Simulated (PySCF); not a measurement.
Excited states of Ar (argon, neutral)

Ground state [Ar], ¹S. Computed with PySCF 2.14 in aug-cc-pV(T+d)Z with one added diffuse shell each of s, p, d, f type (7s6p5d3f, 71 functions), with no relativity, point nucleus. Vertical excitation energies in eV without spin-orbit coupling; excited terms of each kind are numbered among those the solver found. Frozen: [Ne].

```json
{"term": "1 3P°", "leading excitation": "3p → s", "EOM-EE-CCSD": "11.487"}
{"term": "1 1P°", "leading excitation": "3p → s", "EOM-EE-CCSD": "11.685"}
{"term": "1 3S", "leading excitation": "3p → p", "EOM-EE-CCSD": "12.781"}
{"term": "1 3D", "leading excitation": "3p → p", "EOM-EE-CCSD": "13.006"}
{"term": "1 1D", "leading excitation": "3p → p", "EOM-EE-CCSD": "13.063"}
{"term": "1 1P", "leading excitation": "3p → p", "EOM-EE-CCSD": "13.126"}
{"term": "1 3P", "leading excitation": "3p → p", "EOM-EE-CCSD": "13.127"}
{"term": "1 1S", "leading excitation": "3p → p", "EOM-EE-CCSD": "13.331"}
{"term": "2 3P°", "leading excitation": "3p → d", "EOM-EE-CCSD": "14.183"}
{"term": "1 3F°", "leading excitation": "3p → d", "EOM-EE-CCSD": "14.485"}
{"term": "1 1F°", "leading excitation": "3p → d", "EOM-EE-CCSD": "14.767"}
{"term": "1 1D°", "leading excitation": "3p → d", "EOM-EE-CCSD": "14.853"}
{"term": "2 3S", "leading excitation": "3p → p", "EOM-EE-CCSD": "15.016"}
{"term": "2 1D", "leading excitation": "3p → p", "EOM-EE-CCSD": "15.345"}
```

The solver can miss terms. Rydberg members are limited by the diffuse functions of the basis.
